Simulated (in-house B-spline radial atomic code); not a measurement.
## How G0W0 and RPA depend on the start: Cu6+

Configuration [Ar] 3d5, highest spin. Computed with an all-electron radial atomic-structure program (B-spline basis): all electrons, scalar-relativistic (spin-free one-electron X2C), finite nucleus, each spin shell either full or empty, empty states to l = 9 with an (l + 1/2)⁻⁴ tail; G0W0 by contour deformation at full frequency.

```
            start  mean-field 3d up (eV)  G0W0 (eV)  QP weight  RPA correlation (Eh)
     Hartree-Fock                -140.71    -139.84      0.977               -1.4708
         LDA VWN5                -125.09    -139.30      0.960               -1.6089
              PBE                -124.91    -139.19      0.960               -1.6065
             PBE0                -129.14    -139.38      0.966               -1.5685
           r2SCAN                -125.99    -139.20      0.964                -1.581
            HSE06                -128.65    -139.39      0.966               -1.5711
  B3LYP (VWN-RPA)                -128.29    -139.37      0.965                -1.577
             SCAN                -125.97    -139.13      0.964               -1.5796
             TPSS                -124.88    -139.24      0.961                -1.598
        BHandHLYP                -133.18    -139.57      0.971               -1.5344
        CAM-B3LYP                -130.31    -139.51      0.968               -1.5643
          LC-wPBE                -130.65          ?          ?                     ?
            wB97X                -130.88    -139.35      0.970               -1.5575
           PBEsol                -124.86    -139.23      0.960               -1.6071
             BLYP                -124.72    -139.20      0.960               -1.6076
          r2SCAN0                -129.94          ?          ?                     ?
LDA exchange-only                -123.40    -139.46      0.959                -1.609
```

Question: What G0W0 level, weight and RPA correlation energy follow from the LC-wPBE start?

Answer: G0W0 level -139.61 eV, weight 0.968, RPA correlation -1.5679 hartree.

Question: What G0W0 level, weight and RPA correlation energy follow from the r2SCAN0 start?

Answer: G0W0 level -139.38 eV, weight 0.968, RPA correlation -1.5516 hartree.

Question: How much of the dependence on the start does G0W0 remove?

Answer: The mean-field levels span 17.3 eV and the G0W0 levels 0.709 eV. Against 139 ± 1.2 eV (NIST, semi-empirical) the G0W0 removal energies are off by +0.13 to +0.84 eV, with spin-orbit coupling, Breit and QED terms left out.
